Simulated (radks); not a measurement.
Results of a calculation; reference values are marked as such.
Question: Coherent X-ray form factor from a spherical all-electron density. Code: a radial shooting solver on a logarithmic mesh with Libxc functionals. Model: Dirac Kohn-Sham, LDA (Slater exchange, Perdew-Wang correlation), spin-unpolarised, spherical densities, point nucleus.

sin(theta)/lambda (1/angstrom),f0 (electrons)
0.05,8.806
0.1,8.272
0.15,7.512
0.2,6.656
0.25,5.803
0.3,5.019
0.4,3.753
0.5,2.886
0.6,2.327
0.8,1.747
1,1.484
1.25,1.283
1.5,1.111
2,0.801

The species is in the configuration that NIST lists as its ground one. Which atom or ion scatters so?

Answer: Neutral fluorine, [He] 2s2 2p5. Extrapolating in s^2 from the first two rows gives f0(0) = 9.0, near the electron count 9; among species with that count, the fall with angle is slower the higher Z, and the table is that of Z = 9; from so few rows the species is fixed only to a neighbour or two.
